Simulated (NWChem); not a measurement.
BeF₂; SMILES [F][Be][F]

Program: NWChem. All runs use the structure optimised with PBE0-D3(BJ)/def2-TZVP. Vertical excitations in the gas phase; the lowest state need not have the same character in each row.

```csv
level,"lowest excitation, singlet (eV)",oscillator strength of that lowest state,orbital gap (eV)
"PBE/aug-cc-pVDZ, full TDDFT",8.40,0.000,8.35
"B3LYP/aug-cc-pVDZ, full TDDFT",9.19,0.000,10.45
"CAM-B3LYP/aug-cc-pVDZ, full TDDFT",9.48,0.000,13.16
"Hartree-Fock/aug-cc-pVDZ, TDHF",…,0.000,…
```

### Question
Fill in the missing entries.

### Answer

- Hartree-Fock/aug-cc-pVDZ, TDHF, lowest excitation, singlet (eV): 11.86
- Hartree-Fock/aug-cc-pVDZ, TDHF, orbital gap (eV): 17.79
